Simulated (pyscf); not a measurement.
**:HSi–NH–SiH₃, singlet**

Gas-phase minimum from PySCF at ωB97X-D3(BJ)/def2-SVP, one conformer. Other isomers of :HSi–NH–SiH₃ [singlet] were not searched in full and may lie lower. 

SMILES: [SiH]N[SiH3]
```xyz
8

Si    -0.3626     1.1920    -1.3411
N      0.3526    -0.0125    -0.3292
Si    -0.3835    -0.7162     1.1083
H     -1.6499     1.2770    -0.5025
H      1.2792    -0.3461    -0.5856
H      0.5705    -1.7152     1.6749
H     -1.6620    -1.4005     0.7684
H     -0.6573     0.3316     2.1310
```
Charge 0, spin multiplicity 1.

Bonds (Å): Si1–N2 1.728, Si1–H4 1.539, N2–Si3 1.762, N2–H5 1.018, Si3–H6 1.493, Si3–H7 1.489, Si3–H8 1.490. Bond angles (°): N2–Si1–H4 93.8, Si1–N2–Si3 125.7, Si1–N2–H5 117.2, Si3–N2–H5 117.1, N2–Si3–H6 108.1, N2–Si3–H7 110.9, N2–Si3–H8 110.9, H6–Si3–H7 109.1, H6–Si3–H8 109.1, H7–Si3–H8 108.8.

Properties at ωB97X-D3(BJ)/def2-SVP:

- Harmonic wavenumbers, unscaled: 109, 201, 293, 632, 706, 733, 749, 927, 946, 961, 972, 1002, 1218, 2020, 2252, 2264, 2270, 3624 cm⁻¹
- Zero-point energy: 31.3 kcal/mol
- Rotational symmetry number: 1
- Entropy of this conformer at 298 K and 1 atm, rigid rotor and harmonic oscillator, modes under 100 cm⁻¹ raised to 100: 301.6 J/(mol K)
- Dipole moment: 1.42 D

Single-point totals, which compare only within one level (frozen core for MP2 and CC):

```csv
level,total energy (hartree)
ωB97X-D3(BJ)/def2-TZVP,-636.84918
PBE/def2-TZVP,-636.40319
r²SCAN/def2-TZVP,-636.68859
B3LYP-D3(BJ)/def2-TZVP,-636.84091
PBE0-D3(BJ)/def2-TZVP,-636.46999
M06-2X/def2-TZVP,-636.71290
ωB97M-D3(BJ)/def2-TZVP,-636.88227
HF/def2-TZVPP,-635.27370
MP2/def2-TZVPP,-635.71837
CCSD/def2-TZVPP,-635.76200
CCSD(T)/def2-TZVPP,-635.78095
```

Soft torsions are taken as harmonic, which can shift the entropy by several J/(mol K). The CCSD(T) − MP2 part came from Ansatz, without density fitting, on the same reference.
